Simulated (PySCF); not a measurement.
FHSZn. Atoms are numbered in the order given.

```xyz
4

Zn    -0.0075     0.3707     0.0000
F      0.0177     2.1217     0.0000
S     -0.0750    -1.7712     0.0000
H      1.2663    -1.8780     0.0000
```

The structure is a stationary point at TPSSh-D3(BJ)/def2-TZVP. One conformer was computed; it need not be the lowest.

The numbers are results of B3LYP/pcSseg-2 run with PySCF, not measurements.

GIAO shieldings, no solvent; atoms alike by connectivity are averaged. δ = σ(ref) − σ: ¹⁹F against CFCl3 (σ = 159.6 ppm); ³³S against H2S (σ = 688.9 ppm); ¹H against TMS (σ = 31.68 ppm), references at their B3LYP-D3(BJ)/def2-TZVP geometries, non-relativistic.

Computed chemical shifts:
| nucleus | atoms | count | δ (ppm) |
|---|---|---|---|
| ¹⁹F | F2 | 1 | -214.7 |
| ³³S | S3 | 1 | -114.1 |
| ¹H | H4 | 1 | -0.33 |
